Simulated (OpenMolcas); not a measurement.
**Pr³⁺: effect of the basis set**

```
Program             : OpenMolcas 26.06
Method              : CASSCF
Active space        : 2 electrons in 7 orbitals (4f)
State averaging     : 2S+1 = 3 even, 21 roots; 2S+1 = 1 even, 28 roots
Spin-orbit coupling : state interaction with AMFI integrals over the reference wave functions, term energies averaged over their components
```

A. ANO-R1 [7s5p3d2f], X2C, finite nucleus; cost roughly 9 core-seconds
B. ANO-RCC-VDZP [7s6p4d2f1g], DKH2, point nucleus; cost roughly 10 core-seconds
C. ANO-R2 [8s6p3d3f1g], X2C, finite nucleus; cost about 15 core-seconds
D. ANO-RCC-VTZP [8s7p5d3f2g1h], DKH2, point nucleus; cost roughly 22 core-seconds
E. ANO-R3 [9s7p4d5f3g1h], X2C, finite nucleus; cost of the order of 18 core-seconds
F. ANO-RCC-VQZP [9s8p6d4f3g2h], DKH2, point nucleus; cost of the order of 23 core-seconds

Energies in eV above 4f2 3H4, the measured ground level; measured values from Martin, Zalubas and Hagan, Atomic Energy Levels: The Rare-Earth Elements, NSRDS-NBS 60 (1978).

| Level | A | B | C | D | E | F | Measured |
| --- | --- | --- | --- | --- | --- | --- | --- |
| 4f2 3H4 | 0.0000 | 0.0000 | 0.0000 | 0.0000 | 0.0000 | 0.0000 | 0.0000 |
| 4f2 3H5 | 0.2883 | 0.2820 | 0.2836 | 0.2819 | 0.2829 | 0.2823 | 0.2668 |
| 4f2 3H6 | 0.5932 | 0.5804 | 0.5837 | 0.5803 | 0.5821 | 0.5811 | 0.5442 |
| 4f2 3F2 | 0.8540 | 0.8430 | 0.8456 | 0.8424 | 0.8435 | 0.8416 | 0.6195 |
| 4f2 3F3 | 1.0390 | 1.0238 | 1.0276 | 1.0232 | 1.0250 | 1.0228 | 0.7954 |
| 4f2 3F4 [51 %] | 1.4351 | 1.4112 | 1.4173 | 1.4106 | 1.4139 | 1.4105 |  |
| 4f2 1D2 | 2.9532 | 2.9143 | 2.9234 | 2.9119 | 2.9152 | 2.9088 | 2.1492 |
| 4f2 1I6 | 3.5320 | 3.4857 | 3.4963 | 3.4826 | 3.4862 | 3.4787 | 2.7539 |
| 4f2 3P0 | 3.7110 | 3.6654 | 3.6764 | 3.6627 | 3.6672 | 3.6589 | 2.6520 |
| 4f2 3P1 | 3.7917 | 3.7440 | 3.7556 | 3.7414 | 3.7462 | 3.7378 | 2.7286 |
| 4f2 3P2 | 3.9448 | 3.8934 | 3.9059 | 3.8907 | 3.8961 | 3.8874 | 2.8715 |
| 4f2 1S0 | 8.0933 | 7.9886 | 8.0113 | 7.9803 | 7.9854 | 7.9688 |  |

Deviations, from unrounded energies. A percentage is the sum of absolute deviations over the sum of measured energies, with the sign that they share, or ± where signs differ.

| Against measurement | Levels | A | B | C | D | E | F |
| --- | --- | --- | --- | --- | --- | --- | --- |
| mean absolute deviation (cm-1) | 9 | 4800 | 4500 | 4600 | 4500 | 4500 | 4500 |
| fine structure of the ground term (%) | 2 | +8.7 | +6.3 | +6.9 | +6.3 | +6.7 | +6.5 |
| other terms of the ground configuration (%) | 7 | +36.1 | +34.3 | +34.7 | +34.2 | +34.4 | +34.1 |

B, C, D, E, F lie about equally close to measurement and A furthest from it. The largest miss of F in the table is 4f2 3P2, by +8200 cm-1. The ranking rests on the paired levels alone, and a cruder setting can come out closer through cancelling errors.

Among A to F the level of the table that moves most is 4f2 1S0, by 1000 cm-1 (lowest in F, highest in A).

Without dynamic correlation excited terms often stand tens of per cent too high (terms of higher spin than the ground term too low), and those without a measured partner can miss by more than the paired ones. Some levels mix across a computed gap that differs much from the measured one, so their mixing is not that of the real levels. The basis is small and was not contracted for so high a charge (holds for A; B). Computed and measured levels are paired by configuration, term and J; levels that our copy of the source lacks, or whose pairing is in doubt (as where it misses far off the trend of its configuration), stay unpaired and out of the deviations. Only configurations of the active space appear. Levels that lie high or do not pair safely by name in every column are left out.

A share in square brackets marks a mixed level and gives the weight of the term that names it, the lowest over the columns.
